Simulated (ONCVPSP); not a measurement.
## Building the ONCV potential for hafnium (Hf) (PBE, scalar-relativistic).

Input for ONCVPSP 4.0.1:

```
# ATOM AND REFERENCE CONFIGURATION
# atsym  z   nc   nv     iexc    psfile
  Hf 72.00   12    2        4      upf
#
#   n    l    f
    1    0    2.00
    2    0    2.00
    2    1    6.00
    3    0    2.00
    3    1    6.00
    3    2   10.00
    4    0    2.00
    4    1    6.00
    4    2   10.00
    4    3   14.00
    5    0    2.00
    5    1    6.00
    5    2    2.00
    6    0    1.00
#
# PSEUDOPOTENTIAL AND OPTIMIZATION
# lmax
    2
#
#   l,   rc,      ep,       ncon, nbas, qcut
    0    2.80    0.00    4    8    2.60
    1    2.65    0.34    4    8    3.30
    2    2.75    0.00    4    8    4.90
#
# LOCAL POTENTIAL
# lloc, lpopt,  rc(5),   dvloc0
    4    1    2.35    3.00
#
# VANDERBILT-KLEINMAN-BYLANDER PROJECTORs
# l, nproj, debl
    0    2    0.40
    1    2    1.30
    2    2    3.50
#
# MODEL CORE CHARGE
# icmod, fcfact, rcfact
    2    0.70    0.60
#
# LOG DERIVATIVE ANALYSIS
# epsh1, epsh2, depsh
   -2.00    5.00    0.02
#
# OUTPUT GRID
# rlmax, drl
    6.00    0.01
#
# TEST CONFIGURATIONS
# ncnf
    4
# nvcnf
#   n    l    f
    2
    5    2    2.00
    6    0    2.00
#
    2
    5    2    2.00
    6    0    0.00
#
    2
    5    2    1.00
    6    0    0.00
#
    2
    5    2    3.00
    6    0    0.00
#
```

Command:

```bash
oncvpsp.x < Hf.dat > Hf.out
```

The program printed (shortened: citation, most of the input echo, consistency checks and plot data are left out):

```
ONCVPSP  (Optimized Norm-Conservinng Vanderbilt PSeudopotential)
scalar-relativistic version 4.0.1

#   n    l    f        energy (Ha)
    1    0    2.00    -2.3995622E+03
    2    0    2.00    -4.1057774E+02
    2    1    6.00    -3.6051286E+02
    3    0    2.00    -9.3748349E+01
    3    1    6.00    -7.8794165E+01
    3    2   10.00    -6.1106355E+01
    4    0    2.00    -1.9090767E+01
    4    1    6.00    -1.4185769E+01
    4    2   10.00    -7.8497957E+00
    4    3   14.00    -8.7331243E-01
    5    0    2.00    -2.7173952E+00
    5    1    6.00    -1.5623782E+00
    5    2    2.00    -3.3833498E-01
    6    0    1.00    -4.0333574E-01

Reference configufation results
  iterations    38
  all-electron total energy (Ha)   -1.50779237D+04

Begin loop to  construct optimized pseudo wave functions
and semi-local pseudopoentials for all angular momenta

WARNING wellstate: negative energy specified for n= 7 l=  0
WARNING scattering state with energy  0.25000000
WARNING will be used for the first projector

   Wellstate for l =  0  n =  7
     eigenvalue =   0.2500
     asymptotic potential =   0.7500
     half-point radius =  5.2570

Calculating optimized projector #   1

 for l=   0

    Fraction of norm inside rc  0.387792
    Optimizing pswf for qcut=   2.60 a_B^-1,  ecut=   3.37 Ha
    Residual kinetic energy error=  2.82D-04 Ha
 ERROR pspot:  first pseudo wave function has node,          program will stop
 ERROR pspot: try changing psp parameters for this l
```

The run stopped because the optimised pseudo-wave of the first projector has a node, so the radial equation cannot be inverted for a potential.

The run took about 0.64 s on one core of a shared server CPU.
